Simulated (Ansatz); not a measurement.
A nudged elastic band was laid between two geometries of CH8Sn2 (11 atoms, charge 0, multiplicity 1).

All numbers below come from Ansatz, RKS PBE-D4/def2-SVP.

```json
{"movable images": "7", "climbing image": "yes", "spring": "5.0 eV/Å²", "optimiser": "quadratic models (default)", "start path": "IDPP", "force threshold": "0.03 eV/Å", "iteration limit": "60", "end points": "relaxed"}
```

First end point:

```xyz
11
Properties=species:S:1:pos:R:3
C -1.584 1.209 -0.436
Sn 0.033 -0.128 -1.014
Sn 1.447 -1.023 1.232
H -2.121 1.550 -1.341
H -2.291 0.676 0.229
H -1.172 2.086 0.098
H -0.628 -1.481 -1.876
H 1.105 0.711 -2.091
H 2.742 -2.085 0.795
H 0.406 -1.879 2.320
H 2.129 0.309 2.105
```

Last end point:

```xyz
11
Properties=species:S:1:pos:R:3
C -0.681 1.770 -0.749
Sn -0.369 -0.381 -0.876
Sn 0.944 -1.335 1.407
H -1.201 2.122 -1.661
H -1.299 2.006 0.138
H 0.294 2.284 -0.662
H -1.906 -1.169 -1.049
H 0.569 -0.736 -2.292
H 2.487 -0.570 1.596
H 1.208 -3.044 1.334
H 0.021 -1.003 2.834
```

Which bonds break or form, and what moves?

No bond is made or broken. The dihedral C1–Sn2–Sn3–H9 goes from -180 to -60°. The two ends are copies of one structure, up to a mirror image or an exchange of like atoms.

Give the energies along the band, and the barrier.

The forces met the threshold. The highest image is number 4 of 0 to 8, 0.013 eV above the ends, which have the same energy within 2 meV. A vibrational analysis at the climbing image gives one clearly imaginary mode, 45i cm⁻¹: a first-order saddle point.

```tsv
image	path coordinate (Å)	energy (eV)	dihedral C1–Sn2–Sn3–H9 (°)
0	0.00	0.000	-180
1	0.62	0.002	-165
2	1.25	0.006	-150
3	1.87	0.011	-135
4	2.49	0.013	-120
5	3.11	0.011	-105
6	3.73	0.006	-90
7	4.35	0.002	-75
8	4.97	0.000	-60
```

What is the geometry of the highest image?


```xyz
11
Properties=species:S:1:pos:R:3
C -1.043 1.656 -0.633
Sn -0.209 -0.333 -0.931
Sn 1.141 -1.254 1.353
H -1.564 1.979 -1.555
H -1.763 1.638 0.206
H -0.231 2.371 -0.404
H -1.491 -1.431 -1.331
H 0.886 -0.292 -2.276
H 2.807 -1.573 1.006
H 0.441 -2.723 1.945
H 1.090 -0.096 2.641
```

Run time: 51 s on 2 threads of Intel(R) Xeon(R) Platinum 8375C CPU @ 2.90GHz (Ice Lake) (shared host), peak memory 0.17 GiB.
